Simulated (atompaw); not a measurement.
**Which change was made? (Ir, PAW (atompaw))**

atompaw 4.2.0.5 input, output lines left out:

```
Ir 77
GGA-PBE scalarrelativistic loggrid 2001 logderivrange -2 5 176
6 6 5 4 0 0
6 0 1
6 1 0
5 2 8
0 0 0
c
c
c
c
c
v
c
c
c
c
v
c
c
v
c
2
2.85 2.30 2.45 1.85
y
0.25
n
y
1.05
n
y
2.1
n
bloechl sinc
bessel
```

Cutoffs, loose and tight: the cutoffs (Ry, on a coarse ladder) from which the occupation-weighted sum of valence levels, in a spherical-Bessel basis at the reference potential, stays within 10 and 1 mRy of its value at 400 Ry. They see the waves, projectors and local potential, not the compensation charge or the core.

The base gives: outcome: generated; cutoff, loose: 25 Ry; cutoff, tight: 30 Ry; bound ghosts: p.

(1) After one change the result is: outcome: generated; cutoff, loose: 21 Ry; cutoff, tight: 30 Ry; bound ghosts: p. Which change was it?
A. wave 6s channel at 0.25 Ry becomes 6s channel at 8.51 Ry
B. local potential ultrasoft scheme with l = 3 at -0.5 Ry, radius 2.45 bohr
C. core [Kr] 4d10 4f14 5s2, valence charge 15; reference 5p6 5d7 6s1.5 6p0.5; waves now 6s (bound); 6s channel at 3.25 Ry; 5p (bound); 6p (bound); 5d (bound); 5d channel at 0.8 Ry; local potential bessel scheme, radius 2.05 bohr; augmentation sinc compensation charge, radius 1.75 bohr; PAW radius 2.15 bohr; waves and projectors: bloechl

## Answers

(1) A. The others give: local potential ultrasoft scheme with l = 3 at -0.5 Ry, radius 2.45 bohr → outcome: generated; cutoff, loose: 25 Ry; cutoff, tight: 35 Ry; bound ghosts: s, p | core [Kr] 4d10 4f14 5s2, valence charge 15; reference 5p6 5d7 6s1.5 6p0.5; waves now 6s (bound); 6s channel at 3.25 Ry; 5p (bound); 6p (bound); 5d (bound); 5d channel at 0.8 Ry; local potential bessel scheme, radius 2.05 bohr; augmentation sinc compensation charge, radius 1.75 bohr; PAW radius 2.15 bohr; waves and projectors: bloechl → outcome: generated; cutoff, loose: 40 Ry; cutoff, tight: 50 Ry; bound ghosts: s.
